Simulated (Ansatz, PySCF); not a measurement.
This Ansatz (a program for electronic structure) input computes a CAM-B3LYP/def2-TZVPD energy:

Ansatz 0.2 input:
```yaml
crystal:
  periodic: [false, false, false]
  atoms:
    - {symbol: Ga, position_ang: [0.06898587, 0.01230400, 0.02072653]}
    - {symbol: H, position_ang: [-0.86655961, -1.41500440, -0.26921292]}
    - {symbol: H, position_ang: [-1.27200235, 1.03358047, -0.37330959]}
basis:
  gaussian:
    orbitals: def2-TZVPD
hamiltonian:
  xc: {name: CAM-B3LYP}
total_charge: -1
output: {forces: true}
```

**Question.** Write an input for the same energy in PySCF and say what it gives.

**Answer.** 
```python
from pyscf import gto, scf, dft

mol = gto.M(
    atom='''
    Ga    0.06898587    0.01230400    0.02072653
    H    -0.86655961   -1.41500440   -0.26921292
    H    -1.27200235    1.03358047   -0.37330959
    ''',
    basis='def2-tzvpd',
    charge=-1,
    spin=0,
    verbose=4,
)

mf = dft.RKS(mol, xc='camb3lyp').density_fit(auxbasis='def2-universal-jkfit')
mf.grids.level = 3
mf.conv_tol = 1e-9
mf.max_cycle = 100
mf.max_memory = 1500
mf.kernel()
if not mf.converged:
    mf = mf.newton()
    mf.kernel(mf.make_rdm1())
mf.analyze()
```
It gives -1926.14365 Eh, and Ansatz -1926.14360 Eh, a difference of 0.05 mEh, from the treatment of integrals and grids.
